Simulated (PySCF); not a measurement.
This PySCF input asks for the NMR shieldings of `CCSC1=CO[BH2-][O+]=C1`, C5H9BO2S; the geometry comes from GFN2-xTB.

```python
import basis_set_exchange as bse
import numpy as np
from pyscf import gto, dft
from pyscf.prop import nmr

atoms = """
C    -2.137136    0.058708   -1.273617
C    -2.311357   -0.180145    0.211824
S    -1.162053   -1.460582    0.851245
C     0.374610   -0.618819    0.600884
C     0.898080    0.234636    1.571691
O     1.981074    0.861852    1.462887
B     2.812614    0.797301    0.160529
O     2.287752   -0.348895   -0.735051
C     1.183880   -0.901449   -0.499555
H    -2.288864   -0.865467   -1.826634
H    -2.862677    0.793745   -1.616198
H    -1.138462    0.434966   -1.490605
H    -3.302750   -0.570002    0.436542
H    -2.140560    0.728005    0.789756
H     0.357056    0.357969    2.512791
H     3.929463    0.543865    0.456357
H     2.640877    1.819193   -0.424817
H     0.869692   -1.678564   -1.199685
"""
names = dict.fromkeys(["C", "S", "O", "B", "H"], "pcSseg-1")
basis = {el: gto.basis.parse(bse.get_basis(n, elements=[el], fmt="nwchem")) for el, n in names.items()}
mol = gto.M(atom=atoms, basis=basis, charge=0, verbose=0)
mf = dft.RKS(mol, xc="PBE0")
mf.grids.level = 2
mf.grids.alignment = dft.numint.BLKSIZE   # the property module wants whole blocks of grid points
mf.conv_tol = 1e-9
mf.kernel()

calc = nmr.RKS(mf)   # GIAO
C = mf.mo_coeff
Co = C[:, mf.mo_occ > 0]
resp = mf.gen_response(singlet=True, hermi=2)
def vind(x):   # induced exchange potential for any number of trial vectors
    d = np.einsum("pi,xij,qj->xpq", C, 2 * x.reshape(-1, C.shape[1], Co.shape[1]), Co, optimize=True)
    return np.einsum("xpq,pi,qj->xij", resp(d - d.transpose(0, 2, 1)), C, Co, optimize=True).ravel()
mo1, _ = nmr.rhf.solve_mo1(calc, with_cphf=vind)
sigma = calc.kernel(mo1)
for i, s in enumerate(sigma):   # ppm
    w = np.linalg.eigvalsh((s + s.T) / 2)
    print("%2d %-2s iso %8.1f  s11 %8.1f  s22 %8.1f  s33 %8.1f" % (i, mol.atom_pure_symbol(i), w.mean(), *w))
```

Q: What does it print?

A: 
```
 0 C  iso    171.1  s11    150.3  s22    175.9  s33    187.2
 1 C  iso    148.0  s11    134.3  s22    138.5  s33    171.1
 2 S  iso    486.0  s11    380.7  s22    413.5  s33    663.9
 3 C  iso     76.7  s11    -19.2  s22    107.2  s33    142.1
 4 C  iso     -6.2  s11   -102.5  s22    -13.0  s33     96.9
 5 O  iso     37.5  s11   -204.1  s22    -23.4  s33    340.0
 6 B  iso     97.8  s11     87.8  s22    100.8  s33    104.7
 7 O  iso     43.4  s11   -192.8  s22    -15.6  s33    338.7
 8 C  iso     -6.3  s11   -101.9  s22    -13.1  s33     96.0
 9 H  iso     30.8  s11     26.9  s22     28.7  s33     36.8
10 H  iso     30.3  s11     25.4  s22     27.1  s33     38.5
11 H  iso     30.2  s11     25.4  s22     30.7  s33     34.6
12 H  iso     29.4  s11     24.0  s22     27.9  s33     36.4
13 H  iso     29.5  s11     23.8  s22     29.2  s33     35.4
14 H  iso     23.7  s11     21.1  s22     22.0  s33     27.9
15 H  iso     27.6  s11     25.2  s22     28.2  s33     29.3
16 H  iso     27.5  s11     25.6  s22     27.9  s33     29.2
17 H  iso     23.8  s11     21.7  s22     21.8  s33     27.8
```

These numbers come from an equivalent density-fitted implementation of the same equations, which agrees with the script to about 0.01 ppm for H and up to a few tenths of a ppm for heavy atoms, so last digits may differ.

Size and cost of the density-fitted run: 205 basis functions, 48 s wall time on 1 thread of an Arm Neoverse V1, shared host; peak memory 0.95 GiB.
